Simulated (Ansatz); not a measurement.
CH$_{3}$Cl$_{2}$Sn (SMILES [CH3][Sn]([Cl])[Cl]), doublet, geometry from GFN2-xTB (such geometries of metal compounds can be far from the true shape) (the spin is typed, not shown lowest) (all electrons, no relativity); Ansatz (a first-principles code) with B3LYP5/STO-3G.

Input for Ansatz:
Ansatz 0.2 input:
```yaml
crystal:
  periodic: [false, false, false]
  atoms:
    - {symbol: Sn, position_ang: [-0.25987517, 0.10089511, 0.41959888]}
    - {symbol: C, position_ang: [-1.92570834, -1.45600401, -0.35249903]}
    - {symbol: H, position_ang: [-1.41774794, -1.94074201, -1.17614683]}
    - {symbol: H, position_ang: [-2.78104771, -0.87777075, -0.67520745]}
    - {symbol: H, position_ang: [-2.16104505, -2.14229292, 0.44986603]}
    - {symbol: Cl, position_ang: [0.01934069, 1.63428595, -1.40025402]}
    - {symbol: Cl, position_ang: [1.79876807, -1.12534039, 0.37299158]}
basis:
  gaussian:
    orbitals: STO-3G
hamiltonian:
  xc: b3lyp5
magnetization: {spin_polarized: true, initial_magnetization: 1}
accuracy: high
```

Output, abridged:

```
Functional definition: B3LYP5
1031 factors; integrals over basis functions are off by at most 3.9e-9 eV
mean field evaluation 1: about -188160.6596 eV, gradient 1.2e1 eV
mean field evaluation 2: about -188159.9723 eV, gradient 1.6e1 eV
mean field evaluation 4: about -188162.8614 eV, gradient 3.6e-1 eV
mean field evaluation 8: about -188162.8178 eV, gradient 1.4e-2 eV
mean field evaluation 16: about -188162.8178 eV, gradient 4.0e-6 eV
mean field -188162.81780543 eV, -6914.8560130108 hartree, gradient 2.7e-8 eV, S^2 0.752786; 0 other end points of the search recorded, 0 dependent functions left out
reference -188162.81784184 eV, -6914.8560143489 hartree; 47, 46 occupied and 6, 7 virtual orbitals, 1031 factors
Total energy: -188162.81784184 eV, -6914.8560143489 hartree
```
